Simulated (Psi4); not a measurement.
Torsional profile of C2H8OSi2, SMILES C=C[SiH2][SiH2]O, singlet. Scanned: dihedral C1–C2–Si3–Si4; all other coordinates were relaxed at GFN2-xTB. Points at φ and −φ are mirror images.

Geometry of the scan point at -105° (Å):
```
13

C      2.6610    -0.1599     0.0967
C      1.5666    -0.2855    -0.6360
Si     0.0218     0.7775    -0.4625
Si    -1.6295    -0.4369     0.5873
O     -2.8791     0.6107     0.5377
H      2.7466     0.6055     0.8514
H      3.5235    -0.8000    -0.0182
H      1.5426    -1.0732    -1.3809
H     -0.3381     1.2069    -1.8258
H      0.4092     2.0002     0.2599
H     -2.0421    -1.6896    -0.0665
H     -1.3827    -0.8126     1.9886
H     -3.7359     0.3998     0.8991
```

Level of theory: Psi4 with DF-MP2 (frozen core)/cc-pVTZ // GFN2-xTB.

Scanned values (°): -165, -150, -135, -120, -105, -90, -75, -60, -45, -30, -15, 0, 15, 30, 45, 60, 75, 90, 105, 120, 135, 150, 165, 180.

**Question.** Locate the minima and the barriers on this grid.

**Answer.** Lower than their neighbours: -105° (0.0 mEh), 0° (0.6 mEh), 105° (0.0 mEh). Higher than their neighbours: -45° (1.5 mEh), 45° (1.5 mEh), 180° (3.5 mEh). The whole profile spans 3.5 mEh.
